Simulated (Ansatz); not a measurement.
One change: `CC(F)BF` becomes `C[SiH2]C(F)BF`.

Ansatz, PBE0-D4/def2-TZVP geometries, multiplicity 1. Each molecule was computed in one conformer, which needn't be the lowest.

```json
{"property": "LUMO energy (PBE0/def2-TZVPP) / eV", "`CC(F)BF`": "-1.00"}
{"property": "LUMO energy (PBE/def2-TZVPP) / eV", "`CC(F)BF`": "-2.03"}
{"property": "HOMO energy (PBE/def2-TZVPP) / eV", "`CC(F)BF`": "-7.02"}
{"property": "HOMO energy (ωB97M-V/def2-TZVPP) / eV", "`CC(F)BF`": "-10.96"}
{"property": "LUMO energy (B3LYP/def2-TZVPP) / eV", "`CC(F)BF`": "-1.28"}
{"property": "size of the dipole moment (PBE/def2-TZVPP) / D", "`CC(F)BF`": "1.22"}
```

Question: Give the same properties after the change, and the shifts. (Best estimate.)

Answer: The calculation gave: 
| property | `C[SiH2]C(F)BF` | shift |
| --- | --- | --- |
| LUMO energy (PBE0/def2-TZVPP) / eV | -0.95 | 0.05 |
| LUMO energy (PBE/def2-TZVPP) / eV | -1.92 | 0.11 |
| HOMO energy (PBE/def2-TZVPP) / eV | -6.84 | 0.18 |
| HOMO energy (ωB97M-V/def2-TZVPP) / eV | -10.58 | 0.38 |
| LUMO energy (B3LYP/def2-TZVPP) / eV | -1.20 | 0.08 |
| size of the dipole moment (PBE/def2-TZVPP) / D | 1.81 | 0.59 |

With PBE0 the HOMO rises by 0.29 eV and the LUMO rises by 0.05 eV, so the gap narrows by about 0.24 eV. PBE moves the HOMO by 0.18 eV and ωB97M-V by 0.38 eV. Dipoles are sizes alone; their direction can turn.

B3LYP here is the variant with VWN-RPA as its local correlation; programs differ in this.
